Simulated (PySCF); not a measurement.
CH₄ClNOSi₂, SMILES O[Si@@]1(Cl)N=C[SiH2]1. Atoms are numbered in the order given.

```xyz
10

O      1.6133     0.0767    -1.3543
Si     0.4473     0.0354    -0.1824
Cl     1.3345    -0.3991     1.6456
N     -0.5271     1.5394    -0.0138
C     -1.7178     1.0975    -0.2725
Si    -1.6656    -0.7933    -0.6887
H      2.4695     0.4672    -1.1224
H     -2.5771     1.7948    -0.2404
H     -2.3994    -1.6990     0.2403
H     -2.0328    -1.1431    -2.0904
```

The structure is a stationary point at TPSSh-D3(BJ)/def2-SVP. The structure was generated by enumeration; whether it is a known compound was not checked. One conformer was computed; it need not be the lowest.

Vertical ionisation energy (IE) and electron affinity (EA) in eV. Rows of orbital energies are one-electron estimates. Where ΔSCF, EOM or ADC give a negative EA the extra electron is unbound and the value depends on the basis.

```
level                                         IE     EA
-----------------------------------------  -----  -----
−ε(HOMO), −ε(LUMO), HF/def2-TZVP (PySCF)   10.38  -2.58
−ε(HOMO), −ε(LUMO), PBE/def2-TZVP (PySCF)   5.75   2.56
```
